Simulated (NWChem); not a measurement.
The numbers come from NWChem runs, not from measurements. System: CH₂NO, charge 0, spin multiplicity 2, at a geometry optimised with UPBE/def2-SVP. The structure started from a generated list of species. Its SCF solution wasn't tested for a lower state. Level: UMP2/def2-TZVP, 3 core orbitals frozen.

Job file:

```
start mol
memory heap 200 mb stack 900 mb global 1100 mb
geometry units angstroms nocenter noautoz
  N      1.090651    -0.028374     0.000000
  C     -0.183192     0.399104     0.000000
  O     -1.214576    -0.225943     0.000000
  H      1.325680    -1.032182     0.000000
  H      1.855526     0.643717     0.000000
  symmetry group Cs
end
basis spherical
  * library def2-tzvp
end
scf
  uhf
  nopen 1
  maxiter 100
  thresh 1e-7
  semidirect memsize 60000000 filesize 0
  # guess.movecs holds the orbitals of an unrestricted PBE0 run
  vectors input guess.movecs output mol.movecs
end
mp2
  freeze core 3
end
task mp2 energy
```

NWChem printed:

```
             Northwest Computational Chemistry Package (NWChem) 7.3.0
             --------------------------------------------------------

                                NWChem Input Module
                                -------------------

 Scaling coordinates for geometry "geometry" by  1.889725989
 (inverse scale =  0.529177249)

 Turning off AUTOSYM since
 SYMMETRY directive was detected!

                             Geometry "geometry" -> ""
                             -------------------------

 Output coordinates in angstroms (scale by  1.889725989 to convert to a.u.)

  No.       Tag          Charge          X              Y              Z
 ---- ---------------- ---------- -------------- -------------- --------------
    1 N                    7.0000     1.09065100    -0.02837400     0.00000000
    2 C                    6.0000    -0.18319200     0.39910400     0.00000000
    3 O                    8.0000    -1.21457600    -0.22594300     0.00000000
    4 H                    1.0000     1.32568000    -1.03218200     0.00000000
    5 H                    1.0000     1.85552600     0.64371700     0.00000000

 Effective nuclear repulsion energy (a.u.)      63.9311625354

            Nuclear Dipole moment (a.u.)
            ----------------------------
        X                 Y               Z
 ---------------- ---------------- ----------------
     0.0000056692    -0.0000056692     0.0000000000

      Symmetry information
      --------------------

 Group name             Cs
 Group number              2
 Group order               2
 No. of unique centers     5

      Symmetry unique atoms

     1    2    3    4    5


 Summary of "ao basis" -> "" (spherical)
 ------------------------------------------------------------------------------
       Tag                 Description            Shells   Functions and Types
 ---------------- ------------------------------  ------  ---------------------
 *                         def2-tzvp                  on all atoms

 Summary of "ao basis" -> "ao basis" (spherical)
 ------------------------------------------------------------------------------
[...]
  AO/Fock/Back tols     =   1.0D-09  1.0D-09  1.0D-09

 GA uses MA = F    GA memory limited = T

 Available:
  local mem=  1.26D+08
 global mem=  1.44D+08
 local disk=  0.00D+00
  mp2_memr nvloc                    93
  nvloc new                    93
   1 passes of   9:        5242880                      64324                  15733435.
   1 passes of   9: M    126152316           G      144157150           F     120909436.

 Semi-direct pass number   1 of   1  for UHF alpha       at        3.2s
  vrange nnbf                  5522
  mp2_eaftype                    60  avail_ma_in_mb                  1099
 EAF : mp2_eaftype filesize          60    7866718.
  mp2_eaf for mointskh                     60
Node 0 wrote     37.0 Mb in      0.0 s     Agg I/O rate:  1177.0 Mb/s
 Done moints_semi at        5.0s
  mp2_eaftype                    60  avail_ma_in_mb                  1039
 EAF : mp2_eaftype filesize          60    7866718.
  mp2_eaf for kh                    60
 Done maket at        5.1s
 Done multipass loop at        5.1s

 GA uses MA = F    GA memory limited = T

 Available:
  local mem=  1.26D+08
 global mem=  1.44D+08
 local disk=  0.00D+00
  mp2_memr nvloc                    94
  nvloc new                    94
   1 passes of   8:        5242880                      60075                  14137577.
   1 passes of   8: M    126152316           G      144157150           F     120909436.

 Semi-direct pass number   1 of   1  for UHF beta        at        5.1s
  vrange nnbf                  5522
  mp2_eaftype                    53  avail_ma_in_mb                  1099
 EAF : mp2_eaftype filesize          53    7068789.
  mp2_eaf for mointskh                     53
Node 0 wrote     33.2 Mb in      0.0 s     Agg I/O rate:  1101.7 Mb/s
 Done moints_semi at        6.8s
  mp2_eaftype                    53  avail_ma_in_mb                  1046
 EAF : mp2_eaftype filesize          53    7068789.
  mp2_eaf for kh                    53
 Done maket at        6.9s
 Done multipass loop at        6.9s

          -------------------------------------------
          SCF energy                -168.378761833896
          Correlation energy          -0.568274945621
          Singlet pairs                0.000000000000
          Triplet pairs                0.000000000000
          Total MP2 energy          -168.947036779517
          -------------------------------------------

          ---------------------------------------------------
                    Spin Component Scaled (SCS) MP2
          Same spin pairs                     -0.147894157217
          Same spin scaling factor             0.333333333333
          Opposite spin pairs                 -0.420380788405
          Opposite spin scaling fact.          1.200000000000
          SCS-MP2 correlation energy          -0.553754998491
          Total SCS-MP2 energy              -168.932516832387
          ---------------------------------------------------

 -----------------------
 Performance information
 -----------------------

 Timer overhead =  9.67D-08 seconds/call

               Nr. of calls         CPU time (s)                 Wall time (s)                GFlops
             ---------------    -------------------     ------------------------------   -------------------
Name         Min   Avg   Max    Min     Avg     Max     Min     Avg     Max   Mx/calls   Min     Max     Sum
mp2: moin     2     2     2    3.4     3.4     3.4      3.4     3.4     3.4     1.7      0.0     0.0     0.0
mp2: make     2     2     2   0.22    0.22    0.22     0.22    0.22    0.22    0.11      0.0     0.0     0.0
mp2: tota     1     1     1    3.7     3.7     3.7      3.7     3.7     3.7     3.7      0.0     0.0     0.0

 The average no. of pstat calls per process was 5.00D+00
 with a timing overhead of 4.83D-07s

 Task  times  cpu:        6.9s     wall:        6.9s

 Total times  cpu:        6.9s     wall:        6.9s
```
